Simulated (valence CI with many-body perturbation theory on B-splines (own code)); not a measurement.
The numbers below are computed, except where a source is named.
**Basis-set convergence for Ge18+**

Method: configuration interaction combined with many-body perturbation theory (CI+MBPT): four valence electrons over a frozen Dirac-Fock core [Ne], a basis of 9 s, 9 p, 8 d, 6 f, 3 g, 1 h functions for each j, with the one-electron correlation potential Σ1, the two-electron term Σ2, the three-electron term Σ3, Breit, model QED; selected CI, second order for the rest, scaled by the run's own slope (own B-spline code, finite nucleus).

No measured spectrum was set against this ion. As an estimate, levels of excited configurations hold to 0.05 to 0.15 % of their energy, terms of the ground configuration to about 0.5 %.

The reference run has the lowest level 3s2 3p2 3P_0 and an ionisation energy of 704.560 eV. Its largest variational space holds 19994 state functions.

Names give the largest LS component (configuration and term), which can be under half, so a name can repeat, a term be missing and a line seem to break the LS rules; names also repeat where a configuration has a term twice.

Changed runs:
A. basis 6 s, 6 p, 5 d, 3 f, 1 g
B. basis 5 s, 5 p, 4 d, 2 f

Excitation energies of the reference run in cm⁻¹, and shifts in cm⁻¹:

```tsv
Level	Reference	A	B
3s2 3p2 3P_1	34063	-27	-77
3s2 3p2 3P_2	53467	+15	+71
3s2 3p2 1D_2	108797	+75	+296
3s2 3p2 1S_0	168331	+178	+553
3s 3p3 5S°_2	349265	-216	-678
3s 3p3 3D°_1	444344	-0.1	+33
3s 3p3 3D°_2	446256	-7.1	+13
3s 3p3 3D°_3	459460	-13	-3.4
3s 3p3 3P°_0	512081	+70	+261
3s 3p3 3P°_1	516175	+60	+228
3s 3p3 3P°_2	517971	+47	+149
3s 3p3 1D°_2	563956	+64	+118
Ionisation energy (eV)	704.560	-0.022	-0.067
```
